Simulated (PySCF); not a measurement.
```xyz
4
charge -1 multiplicity 5, angstrom
Fe    0.0000    0.0000    0.0000
Cl    2.2445    0.0000    0.0000
Cl   -1.1222    1.9438    0.0000
Cl   -1.1223   -1.9438    0.0000
```

Computed with UPBE in PySCF with Fe def2-SVPD, Cl def2-SVPD; no relativity; density-fitted integrals.

This geometry of FeCl₃⁻ is a stationary point at this level.

Problem. What is the point group?

Solution. D3h.

Problem. Is it a minimum?

Solution. Yes: all harmonic wavenumbers are real.

Problem. List the harmonic modes with their infrared intensities.

Solution. 
```json
{"symmetry": "e'", "ω (cm⁻¹)": "89", "IR (km/mol, summed over degenerate members)": "4.3", "type": "bend"}
{"symmetry": "a2''", "ω (cm⁻¹)": "106", "IR (km/mol, summed over degenerate members)": "8.1", "type": "bend"}
{"symmetry": "a1'", "ω (cm⁻¹)": "279", "IR (km/mol, summed over degenerate members)": "0.0", "type": "stretch"}
{"symmetry": "e'", "ω (cm⁻¹)": "353", "IR (km/mol, summed over degenerate members)": "198", "type": "stretch"}
```

Problem. What are the dipole moment and the gap between the highest occupied and lowest empty levels of either spin?

Solution. 0.00 D about the centre of mass and 1.03 eV.

In D3h the vibrations span 2e' + a2'' + a1'. The a1' mode carries no infrared intensity, as symmetry demands.

This need not be the most stable arrangement of these atoms. Other spin states or occupations of the open shell can lie lower. The lowest empty level of this anion is unbound, so it and the gap depend on the basis.
